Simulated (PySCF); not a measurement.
Low-lying terms of Kr (krypton, neutral)

Ground state [Kr], ¹S. Calculation: PySCF 2.14, in def2-TZVPPD with one added diffuse shell each of s, p, d type (8s7p6d1f, 66 functions); the non-relativistic Hamiltonian (point nucleus). Vertical excitation energies in eV without spin-orbit coupling; excited terms of each kind are numbered among those the solver found. Frozen: [Ar].

```tsv
term	leading excitation	EOM-EE-CCSD
1 3P°	4p → s	10.027
1 1P°	4p → s	10.241
1 3S	4p → p	11.250
1 3D	4p → p	11.486
1 1D	4p → p	11.541
1 1P	4p → p	11.610
1 3P	4p → p	11.611
1 1S	4p → p	11.773
2 3P°	4p → d	12.157
1 3F°	4p → d	12.351
1 1F°	4p → d	12.504
1 1D°	4p → d	12.587
2 3S	4p → p	12.871
2 1D	4p → p	13.054
```

The solver can miss terms. Rydberg members are limited by the diffuse functions of the basis.
